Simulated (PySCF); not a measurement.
CNO (SMILES N#C[O]), doublet, geometry from GFN2-xTB, with bond 1-2 at 1.25 times its length; B3LYP/pcseg-1 in PySCF.

Here is a job for PySCF.
```python
from pyscf import gto, scf, dft

mol = gto.Mole()
mol.atom = '''
    O     0.00000000    0.00000000   -1.40990111
    C     0.00000000    0.00000000    0.04267568
    N     0.00000000    0.00000000    1.24271884
'''
mol.basis = 'pcseg-1'
mol.spin = 1
mol.verbose = 4
mol.build()

mf = dft.UKS(mol)
mf.xc = 'b3lyp'
mf.kernel()
mo_i, mo_e, stable_i, stable_e = mf.stability(internal=True, external=False, return_status=True, nroots=6, tol=1e-6)
print('internally stable:', stable_i, ' externally stable:', stable_e)
if not stable_i:
    umf = mf.copy()
    umf.scf_summary = {}
    umf.kernel(umf.make_rdm1(mo_i, mf.mo_occ))
```

The log (banner, timings and long lists left out):

```
PySCF version 2.14.0

[INPUT] verbose = 4
[INPUT] num. atoms = 3
[INPUT] num. electrons = 21
[INPUT] charge = 0
[INPUT] spin (= nelec alpha-beta = 2S) = 1
[INPUT] symmetry False subgroup None
[INPUT] Mole.unit = angstrom
[INPUT] Symbol           X                Y                Z      unit          X                Y                Z       unit  Magmom
[INPUT]  1 O      0.000000000000   0.000000000000  -1.409901110000 AA    0.000000000000   0.000000000000  -2.664326960620 Bohr   0.0
[INPUT]  2 C      0.000000000000   0.000000000000   0.042675680000 AA    0.000000000000   0.000000000000   0.080645347380 Bohr   0.0
[INPUT]  3 N      0.000000000000   0.000000000000   1.242718840000 AA    0.000000000000   0.000000000000   2.348398257437 Bohr   0.0

nuclear repulsion = 47.1786193373849
number of shells = 9
number of NR pGTOs = 75
number of NR cGTOs = 42
basis = pcseg-1
ecp = {}

******** <class 'pyscf.dft.uks.UKS'> ********
method = UKS
initial guess = minao
damping factor = 0
level_shift factor = 0
DIIS = <class 'pyscf.scf.diis.CDIIS'>
diis_start_cycle = 1
diis_space = 8
diis_damp = 0
SCF conv_tol = 1e-09
SCF conv_tol_grad = None
SCF max_cycles = 50
direct_scf = True
direct_scf_tol = 1e-13
number electrons alpha = 11  beta = 10
XC library pyscf.dft.libxc version 7.1.2
    S. Lehtola, C. Steigemann, M. J. T. Oliveira, and M. A. L. Marques,  SoftwareX 7, 1–5 (2018)
XC functionals = b3lyp
    P. J. Stephens, F. J. Devlin, C. F. Chabalowski, and M. J. Frisch,  J. Phys. Chem. 98, 11623 (1994)
radial grids:
    Treutler-Ahlrichs [JCP 102, 346 (1995); DOI:10.1063/1.469408] (M4) radial grids

becke partition: Becke, JCP 88, 2547 (1988); DOI:10.1063/1.454033
pruning grids: <function nwchem_prune>
grids dens level: 3
symmetrized grids: False
atomic radii adjust function: <function treutler_atomic_radii_adjust>
small_rho_cutoff = 0
Set gradient conv threshold to 3.16228e-05
tot grids = 42104
init E= -168.022528275398

cycle= 1 E= -167.811190888275  delta_E= 0.211  |g|= 0.457  |ddm|= 1.42
cycle= 2 E= -166.899191173795  delta_E= 0.912  |g|= 1.52  |ddm|= 1.22
cycle= 3 E= -167.891889208385  delta_E= -0.993  |g|= 0.241  |ddm|= 0.981
cycle= 4 E= -167.900511422913  delta_E= -0.00862  |g|= 0.211  |ddm|= 0.264
cycle= 5 E= -167.920370749617  delta_E= -0.0199  |g|= 0.0511  |ddm|= 0.121
cycle= 6 E= -167.921830618479  delta_E= -0.00146  |g|= 0.0161  |ddm|= 0.0478
cycle= 7 E= -167.922057935668  delta_E= -0.000227  |g|= 0.00266  |ddm|= 0.0295
cycle= 8 E= -167.922066158183  delta_E= -8.22e-06  |g|= 0.00108  |ddm|= 0.00505
cycle= 9 E= -167.922067241634  delta_E= -1.08e-06  |g|= 0.000309  |ddm|= 0.00186
cycle= 10 E= -167.922067323787  delta_E= -8.22e-08  |g|= 0.000152  |ddm|= 0.000614
cycle= 11 E= -167.922067339793  delta_E= -1.6e-08  |g|= 1.18e-05  |ddm|= 0.000204
cycle= 12 E= -167.9220673402  delta_E= -4.07e-10  |g|= 4.13e-06  |ddm|= 4.02e-05
Extra cycle  E= -167.922067340231  delta_E= -3.12e-11  |g|= 5.19e-06  |ddm|= 1.02e-05
converged SCF energy = -167.922067340231  <S^2> = 0.77432456  2S+1 = 2.0241784
uhf_internal: lowest eigs of H = [3.65405812e-06 2.12637022e-01 2.17161542e-01 2.24083717e-01
 3.34826601e-01 4.13306647e-01]
<class 'pyscf.dft.uks.UKS'> wavefunction is stable in the internal stability analysis
internally stable: True  externally stable: None
```
